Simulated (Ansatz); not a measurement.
C3H7AlO, relaxed with RKS PBE0-D4/def2-TZVP in Ansatz from a PBE-D4/def2-SVP geometry. The force threshold is 0.005 eV/Å; the program also tests the step.

Total charge 0; spin multiplicity 1. The bonds changed during the relaxation, so this is another structure than the one it started from.

Start:

```xyz
12

C     0.112    1.448    0.749
C    -0.251    0.232   -0.045
Al   -0.812   -1.600    0.437
C     0.459   -0.064   -1.306
O     0.940   -0.844   -0.178
H     0.100    1.243    1.838
H    -0.660    2.225    0.559
H     1.102    1.872    0.473
H    -0.742   -2.008    1.979
H    -1.444   -2.496   -0.728
H     1.226    0.645   -1.672
H    -0.032   -0.654   -2.105
```

Task: By how much does the energy fall, and how many steps does the optimiser take? (Estimate.)

Result: The calculation gave: 5.39 kJ/mol, in 6 steps.

Task: Which bonds change most? (Estimate.)

Result: The calculation gave: Al3–O5 from 2.005 to 1.951 Å; C2–O5 from 1.611 to 1.587 Å; C2–Al3 from 1.976 to 1.955 Å; C4–H12 from 1.108 to 1.089 Å.

Task: Give the relaxed structure. (Best estimate.)

Result: The calculation gave: 
```xyz
12

C     0.114    1.441    0.740
C    -0.263    0.231   -0.037
Al   -0.783   -1.596    0.427
C     0.439   -0.055   -1.287
O     0.910   -0.831   -0.168
H     0.078    1.258    1.815
H    -0.619    2.224    0.520
H     1.106    1.820    0.475
H    -0.725   -2.015    1.954
H    -1.418   -2.478   -0.728
H     1.196    0.643   -1.638
H    -0.036   -0.641   -2.072
```
